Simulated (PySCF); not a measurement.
Electronic structure of In³⁺ (indium, charge +3) at the UHF level

Configuration: [Kr] 4d10, closed-shell 1S. Computed with PySCF 2.14 in aug-cc-pwCVDZ-PP with ECP28MDF (6s5p4d1f, 48 functions), with a scalar-relativistic core potential.

| Property | Result |
| --- | --- |
| Total energy | -187.410888 hartree |
| One-electron energy | -312.9484 hartree |
| Hartree (Coulomb) energy | 140.7990 hartree |
| Exchange energy | -15.2614 hartree |
| ⟨S²⟩ | 0.0000 |
| ⟨L²⟩ | 0.000 |
| Sum of ⟨r⟩ | 18.90 bohr |
| Sum of ⟨r²⟩ | 22.94 bohr² |

```csv
shell,electrons,mean orbital energy (eV),"rms radius, mean of both spins (bohr)"
4s,2,-175.27,0.913
4p,6,-127.93,0.993
4d,10,-56.555,1.24
```

Energies and moments cover only the electrons outside the core potential.
